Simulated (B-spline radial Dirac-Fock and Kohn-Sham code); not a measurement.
Model: the Dirac equation of a negative muon with reduced mass in the field of a spherical finite nucleus, with the Uehling potential to all orders; nuclear polarisation, deformation, hyperfine structure, self-energy, higher-order vacuum polarisation, relativistic recoil and electron screening are left out. Program: an atomic code on a B-spline grid. The nuclear charge is a Fermi distribution (skin thickness 2.3 fm).

Problem. A muonic atom of atomic mass 151.95 u emits these computed lines: 2p3/2 → 1s1/2 5257 keV, 3d5/2 → 2p3/2 1885 keV, 4f7/2 → 3d5/2 681.1 keV, 5g9/2 → 4f7/2 313.4 keV. Which element is it, and what rms charge radius was used?

Solution. Ytterbium (Z = 70, nuclide ¹⁵²Yb); the high transitions hardly feel the nucleus and fix Z. The 2p → 1s line lies 6055 keV below the value for a point nucleus without QED, which for this nuclear model gives a radius near 5.04 fm (5.0423 fm was used).
